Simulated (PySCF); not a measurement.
**Electronic structure of Cu⁺ (copper, charge +1) at the M06-2X level**

Configuration: [Ar] 3d9 4s1, high-spin 3D determinant (an excited configuration). Calculation: PySCF 2.14, in aug-cc-pVQZ-PP with ECP10MDF; scalar relativity through the core potential.

| Quantity | Value |
| --- | --- |
| Total energy | -196.9797 hartree |
| One-electron energy | -345.8859 hartree |
| Hartree (Coulomb) energy | 167.5746 hartree |
| Exchange-correlation energy | -18.6684 hartree |
| ⟨S²⟩ | 2.0029 |
| ⟨L²⟩ | 6.008 |
| Sum of ⟨r⟩ | 16.82 bohr |
| Sum of ⟨r²⟩ | 22.59 bohr² |
| Traceless quadrupole moment −½Σ⟨3z² − r²⟩ along its main axis | -0.229 e·bohr² |
| Time after the integrals | roughly 8 core-seconds |

| shell | electrons | mean orbital energy (eV) | spread (eV) | rms radius, mean of both spins (bohr) |
| --- | --- | --- | --- | --- |
| 3s α | 1 | -143.05 | 0 | 0.768 |
| 3s β | 1 | -141.15 | 0 | 0.768 |
| 3p α | 3 | -97.928 | 2.080 | 0.814 |
| 3p β | 3 | -95.718 | 0.060 | 0.814 |
| 3d α | 5 | -25.583 | 2.222 | 1.06 |
| 3d β | 4 | -23.979 | 0.854 | 1.06 |
| 4s α | 1 | -15.243 | 0 | 2.71 |

Energies and moments cover only the electrons outside the core potential.
